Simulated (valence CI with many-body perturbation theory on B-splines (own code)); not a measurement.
Nd²⁰⁺ in brief

Calculated by relativistic CI+MBPT: four valence electrons over a frozen Dirac-Fock core [Kr], radial functions for each j: 7 s, 7 p, 8 d, 6 f, 4 g, 1 h, with the one-electron correlation potential Σ1 (screened to all orders), the two-electron term Σ2, the three-electron term Σ3, Breit, model QED; selected single and double excitations, second order for the rest, scaled by the run's own slope (own B-spline code, finite nucleus).

No measured spectrum was set against this ion. As an estimate, terms of the open shell hold to 2 to 4 % of their energy, and close levels can change places. The list stops below the first excitations out of the core.

Levels are named by their leading jj configuration (3d3/2^4 stands for four electrons in 3d with j = 3/2), which in mixed levels can hold well under half, so a name can repeat and another be missing.

Rates and lifetimes use the calculated energies. Strong lines usually hold to 10 to 20 %, long lifetimes can be off by a factor of two.

What is the ground level?

(4d3/2^4) J=0, composition 49 % 4d4 5D + 45 % 4d4 3P + 6 % 4d4 1S.

Name the longest-lived excited levels whose lifetime is computed, and their main decay.

(4d3/2^3 4d5/2) J=4 at 49525 cm⁻¹ lives 36.1 s, mostly by M1 to (4d3/2^3 4d5/2) J=3.

What is the ionisation energy?

603.03 eV; NIST lists 602 ± 4 eV (theoretical).

How well does LS coupling describe the low levels?

Among the lowest 20 levels the leading LS term, summed over configurations, holds 57 % on average. For single configurations the figures are 57 % in LS and 78 % in jj coupling. Terms mix most in the J = 4 level at 49525 cm⁻¹, where the leading one holds 33 %.
